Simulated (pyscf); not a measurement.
HSe–CH₂–SeH → H₂C=Se + H₂Se, a multi-bond step (singlet surface; C–Se, C–H, H–Se broken, C–H, H–Se formed). PySCF, gas phase, ωB97X-D3(BJ)/def2-SVP geometries. MP2 and CC: frozen core, UHF for open shells. ΔMP2 is the change of the MP2 total energy from the triple- to the quadruple-zeta basis. Energies in kcal/mol from the reactant's lowest minimum found.

Small-basis levels: PySCF, no dispersion term, spherical d functions. AM1 to PM7: differences of heats of formation from MOPAC. Cost: rough CPU time at the saddle relative to B3LYP/6-31G*+LANL2DZ, from one job on a shared machine.

| level | barrier | reaction energy | cost |
|---|---|---|---|
| MP2/6-31G*+LANL2DZ | 91.6 | +19.6 | 0.1 |
| SVWN5/6-31G*+LANL2DZ | 67.1 | +34.4 | 0.9 |
| B3LYP/STO-3G | 128.7 | +41.1 | 1 |
| B3LYP/LANL2DZ | 83.5 | +21.4 | 0.9 |
| M06-2X/6-31G*+LANL2DZ | 83.8 | +29.3 | 2 |
| PBE/def2-SVP | 71.7 | +26.3 | 4 |
| B3LYP/def2-SVP | 80.0 | +22.5 | 3 |
| PM6 | 86.6 | +36.9 | under 0.02 |
| PM7 | 68.2 | +38.6 | under 0.02 |
| CCSD(T)/def2-TZVPP + ΔMP2(QZVPP) | 82.8 | +24.4 | – |

Against the last row the barrier runs from -15.7 (SVWN5/6-31G*+LANL2DZ) to +45.9 kcal/mol (B3LYP/STO-3G). CCSD(T)/def2-TZVPP + ΔMP2(QZVPP) has limits of its own. The same reactants have a lower exit, to SeH• + •H₂C–SeH (no saddle counted: cutting one bond costs +61.9 kcal/mol at ωB97M-D3(BJ), against +82.6 kcal/mol here). HSe–CH₂–SeH lies 15.2 kcal/mol over its isomer H₃C–Se–SeH (electronic energy, ωB97M-D3(BJ)). This is the saddle that the search found; another between the same sides may lie lower. The CCSD(T) − MP2 part came from Ansatz, without density fitting, on the same reference. The frozen core leaves the outer d or s,p core shells of the metals and heavy elements correlated in the MP2 and CC values, and def2-TZVPP describes them poorly, which can shift differences by a few kcal/mol. In the def2 sets elements up to Kr have no core potential.
